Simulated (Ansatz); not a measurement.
Geometry optimisation, Ansatz, RKS PBE0-D4/def2-SVP.

input.yaml

```yaml
crystal:
  periodic: [false, false, false]
  atoms:
    - { symbol: Li, position_ang: [-1.72288, -0.97739, -1.31436] }
    - { symbol: "N", position_ang: [-0.45634, -0.08165, -0.44906] }
    - { symbol: C, position_ang: [0.05608, 1.27276, -0.56483] }
    - { symbol: Si, position_ang: [0.25134, -1.02853, 0.76431] }
    - { symbol: H, position_ang: [-0.39726, 1.79348, -1.4105] }
    - { symbol: H, position_ang: [-0.15095, 1.85724, 0.34094] }
    - { symbol: H, position_ang: [1.14378, 1.27868, -0.70995] }
    - { symbol: H, position_ang: [-0.51814, -2.31117, 0.58574] }
    - { symbol: H, position_ang: [0.097, -0.53163, 2.14403] }
    - { symbol: H, position_ang: [1.69737, -1.2718, 0.61368] }
basis:
  gaussian: { orbitals: def2-SVP }
hamiltonian:
  xc: pbe0
  dispersion: d4
relax:
  f_tol: 0.015
  max_steps: 40
```

Launched with:

```bash
$ ansatz run input.yaml --threads 1 --pin off --max-ram 2048MiB --backend cpu --events-out ev --progress --plain --runs-dir out
```

Task: Where does it end, and by what steps?

Result: The run converged. After 9 steps the energy has fallen by 0.152 eV; Li1 moved furthest, 0.43 Å.

```json
{"step": "0", "energy less start (eV)": "0.0000", "largest force component (eV/Å)": "0.936", "accepted": "yes"}
{"step": "1", "energy less start (eV)": "-0.0915", "largest force component (eV/Å)": "0.468", "accepted": "yes"}
{"step": "2", "energy less start (eV)": "-0.1012", "largest force component (eV/Å)": "0.227", "accepted": "yes"}
{"step": "3", "energy less start (eV)": "-0.1135", "largest force component (eV/Å)": "0.206", "accepted": "yes"}
{"step": "4", "energy less start (eV)": "-0.1370", "largest force component (eV/Å)": "0.533", "accepted": "yes"}
{"step": "5", "energy less start (eV)": "-0.1328", "largest force component (eV/Å)": "0.446", "accepted": "no"}
{"step": "6", "energy less start (eV)": "-0.1501", "largest force component (eV/Å)": "0.081", "accepted": "yes"}
{"step": "7", "energy less start (eV)": "-0.1448", "largest force component (eV/Å)": "0.223", "accepted": "no"}
{"step": "8", "energy less start (eV)": "-0.1517", "largest force component (eV/Å)": "0.026", "accepted": "yes"}
{"step": "9", "energy less start (eV)": "-0.1520", "largest force component (eV/Å)": "0.010", "accepted": "yes"}
```

```xyz
10
Properties=species:S:1:pos:R:3
Li -1.508 -1.215 -1.028
N -0.391 0.018 -0.430
C 0.061 1.371 -0.611
Si 0.228 -1.026 0.753
H -0.479 1.869 -1.438
H -0.090 2.017 0.280
H 1.140 1.453 -0.863
H -0.621 -2.279 0.455
H -0.003 -0.724 2.213
H 1.663 -1.484 0.668
```

Whether the end is a true minimum wasn't checked by a vibrational analysis.

Run time: 89 s on 1 thread of Intel(R) Xeon(R) Processor @ 2.50GHz (Skylake/Cascade Lake) (shared host), peak memory 0.18 GiB.
